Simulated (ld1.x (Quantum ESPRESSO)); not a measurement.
How hard is this palladium (Pd) TM potential?

| Property | Result |
| --- | --- |
| Element | palladium |
| Generator | ld1.x (Quantum ESPRESSO) 7.5 |
| Type | norm-conserving Troullier–Martins (Kleinman–Bylander form) |
| Functional | Wu–Cohen |
| Relativity | scalar-relativistic |
| Frozen core | [Ar] 3d10 4s2 |
| Valence charge | 16 |
| Reference configuration | 4p6 4d10 5s0 |
| Partial waves | 5s (bound, empty): rc 1.85 bohr; 4p (bound): rc 1.70 bohr; 4d (bound): rc 1.85 bohr |
| Local potential | all-electron potential smoothed inside 2.18 bohr (lloc = -1) |
| Core correction | none |

The pseudo-atom Hamiltonian at the reference potential is diagonalised in spherical Bessel functions j_l(qr) that vanish at 20 bohr, with q² up to the cutoff. All-electron valence levels (Ry): 5s -0.2406, 4p -3.7603, 4d -0.2971.

Question: How do the lowest levels (Ry) of each channel move with the cutoff, and are there ghosts?

Answer:

```tsv
cutoff (Ry)	s #1	s #2	p #1	d #1	d #2	f #1	f #2	Σ f·Δε (mRy)
8	-0.2315	0.0233	-2.0364	0.0662	0.1517	0.1142	0.2451	13980.1
12	-0.2322	0.0232	-2.8855	0.0653	0.1435	0.1142	0.2451	8876.6
15	-0.2340	0.0229	-3.3301	0.0640	0.1325	0.1142	0.2451	6196.2
21	-0.2393	0.0217	-3.6396	-0.0027	0.0736	0.1142	0.2451	3671.4
30	-0.2397	0.0216	-3.7533	-0.1821	0.0695	0.1142	0.2451	1195.9
40	-0.2407	0.0214	-3.7595	-0.2803	0.0690	0.1142	0.2451	175.9
45	-0.2409	0.0214	-3.7596	-0.2902	0.0689	0.1142	0.2451	77.3
55	-0.2409	0.0214	-3.7599	-0.2970	0.0689	0.1142	0.2451	7.1
70	-0.2411	0.0214	-3.7603	-0.2974	0.0689	0.1142	0.2451	1.5
80	-0.2411	0.0214	-3.7603	-0.2974	0.0689	0.1142	0.2451	1.0
100	-0.2412	0.0214	-3.7603	-0.2974	0.0689	0.1142	0.2451	0.2
400	-0.2412	0.0214	-3.7603	-0.2975	0.0689	0.1142	0.2451	0.0
```

Result: no extra level below or beside the all-electron valence levels (s, p, d, f tested); 10 mRy is reached at 55 Ry and 1 mRy at 80 Ry.

Its largest configuration-test error is +583 meV.
